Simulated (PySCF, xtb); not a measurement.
chlorotrifluoromethane (CClF3), SMILES FC(F)(F)Cl.

GFN2-xTB (xtb) at its own geometry gives an orbital gap of 7.16 eV and a dipole moment of 1.07 D.

Geometry: r2SCAN-D4/def2-SVP.

Question: What does M06-2X/def2-TZVP in PySCF give? (An estimate is asked for; the answer gives what the named calculation found.)

Answer: gap 12.58 eV (levels -11.54 and 1.03 eV), dipole 0.40 D.
